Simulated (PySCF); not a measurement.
Frontier orbitals and the lowest excitations

Compound: C₄H₇GeN₃.
Z-matrix (Å and degrees, GFN2-xTB geometry), rows numbered from 1:
```
C 
C   1  1.3267
C   2  1.4449  1  123.78
C   3  1.4097  2  128.15  1   179.92
N   4  1.3192  3  108.32  2  -179.78
N   5  1.3201  4  105.15  3     0.06
Ge  6  1.8342  5  122.34  4  -176.88
N   6  1.3143  5  114.13  4    -0.13
H   1  1.0764  2  120.79  3    -0.10
H   1  1.0765  2  121.85  3   179.91
H   2  1.0821  1  121.39  3  -179.91
H   4  1.0707  3  129.64  2    -0.06
H   7  1.4873  6  105.07  5  -152.28
H   7  1.4864  6  104.40  5   -30.77
H   7  1.4938  6  107.74  5    88.44
```

Theory: PySCF 2.14.0, density-fitted response routines, TDDFT CAM-B3LYP/def2-SVPD, vertical, gas phase, core orbitals frozen in the response. Relativistic effects, spin–orbit coupling among them, are left out although an element past zinc is present.

Frontier orbitals with the atoms that hold most of them (Löwdin shares over 4%, at most four atoms; ? is withheld):

```
orbital  ε (eV)                               atoms
 LUMO+2    1.06  Ge7 50%, H15 12%, H13 11%, H14 11%
 LUMO+1    0.94   Ge7 61%, H15 10%, H13 10%, H14 9%
   LUMO       ?                                   ?
   HOMO   -8.06                                   ?
 HOMO-1   -9.59      N5 26%, N8 24%, C4 22%, N6 14%
 HOMO-2   -9.83        N5 40%, N8 38%, C4 5%, C3 5%
 HOMO-3  -10.52      N8 27%, N5 26%, C4 13%, N6 12%
```

(1) Give the leading atoms of the LUMO.

(2) Which atoms hold the HOMO, and with what shares?

(3) What is the LUMO energy, and the HOMO–LUMO gap?

## Answers

(1) C1 (bonded to C and 2 H) 20%; N8 (bonded to C and N) 18%; C2 (bonded to 2 C and H) 17%; N6 (bonded to Ge and 2 N) 11%. By element: carbon 37% or more, nitrogen 30% or more.

(2) C1 (bonded to C and 2 H) 24%; C2 (bonded to 2 C and H) 18%; C3 (bonded to 2 C and N) 14%; N6 (bonded to Ge and 2 N) 14%. By element: carbon 55% or more, nitrogen 14% or more.

(3) ε(LUMO) = 0.15 eV; the gap is 8.21 eV (0.3015 hartree).

Q: The HOMO–LUMO gap is 8.21 eV. Where does the response calculation put the lowest singlet, and from which orbitals?

A: S1 is at 5.43 eV (f = 0.401), 2.78 eV below the gap, made of HOMO→LUMO (96%). 

Q: One configuration dominates each of S1 and S2. Which, and how do the shares of the two leading atoms of either orbital change from the occupied to the empty one?

A: 
- S1 (5.43 eV, f 0.401), HOMO→LUMO (96%): C1 24% → 20%, C2 18% → 17%, N8 at most 14% → 18%
- S2 (6.01 eV, f 0.0004), HOMO-2→LUMO (78%): N5 40% → at most 12%, N8 38% → 18%, C1 at most 6% → 20%

Rough CPU time on one thread of a shared machine: about 2.5 min.

One conformer stands for the species.
